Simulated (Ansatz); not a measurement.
Molecule: sum formula LiOH, net charge 0, singlet state. 
Structure (B3LYP-D3(BJ)/def2-TZVP (Ansatz, a first-principles code) minimum search):
```xyz
3

Li     0.0000     0.0000    -1.2587
O      0.0000     0.0000     0.3139
H      0.0000     0.0000     1.2652
```
Charge 0, spin multiplicity 1.

Total electronic energies in hartree. Correlated levels leave the core frozen unless marked. Spin-orbit coupling is left out. No relativistic terms. Basis-set limits of correlation are two-point, X^-3; Hartree-Fock from the larger set. The bracket is a focal-point correction in the basis named.

```csv
level,program,energy (Eh)
HF/def2-QZVPPD,Ansatz,-82.95940
revPBE-D4/def2-TZVPD,Ansatz + dftd4,-83.38961
wB97X-V/def2-TZVPD,Ansatz,-83.37923
MP2/def2-SVPD,Ansatz,-83.08680
RI-MP2/def2-TZVPPD,Ansatz,-83.22705
CCSD/def2-TZVPPD,Ansatz,-83.22667
"CCSD/CBS(def2-TZVPP,def2-QZVPP)",Ansatz,-83.2629
"RI-MP2/CBS(def2-TZVPPD,def2-QZVPPD)+[CCSD(T)-MP2]/def2-QZVPPD",Ansatz,-83.2748
"CCSD(T)/CBS(def2-TZVPPD,def2-QZVPPD)",Ansatz,-83.2740
```

Totals of different functionals don't rank their quality; only differences between species are comparable.
